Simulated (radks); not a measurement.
Problem. The table gives one normalised radial function P(r) = r R(r) of Tl68+ in [Ne] 3s2 3p1 (r in bohr). Calculated with a radial shooting solver on a logarithmic mesh with Libxc functionals: scalar-relativistic Kohn-Sham, BLYP, spin-polarised, spherical densities, finite nucleus; open shells are filled with parallel spins first (spin-orbit coupling, left out, can overturn this in heavy ions); Fermi nuclear charge, rms radius 5.4759 fm.

| r | P |
|---|---|
| 0.001816 | 0.0672 |
| 0.002501 | 0.1133 |
| 0.003444 | 0.1904 |
| 0.004781 | 0.3213 |
| 0.006584 | 0.5279 |
| 0.009067 | 0.8493 |
| 0.01249 | 1.3233 |
| 0.0172 | 1.9688 |
| 0.02368 | 2.7431 |
| 0.03287 | 3.5039 |
| 0.04527 | 3.9116 |
| 0.06234 | 3.6650 |
| 0.08585 | 2.7010 |
| 0.1182 | 1.4325 |
| 0.1641 | 0.4676 |
| 0.226 | 0.0833 |
| 0.3113 | 0.0063 |
| 0.4286 | 0.0001 |

Which n and l does it have? It may be an empty orbital.

Solution. n = 2, l = 1: the number of nodes gives n - l - 1 = 0, the rise at small r (about r^(l+1), flatter next to the nucleus through relativity) gives l, and the extent must fit the shell. The curve is that of 2p down; the table hardly tells the two spins apart. 2p down: eigenvalue -18927.4 eV, 0 radial nodes, <r> = 0.0614 bohr, 90 % of the charge inside 0.0998 bohr.
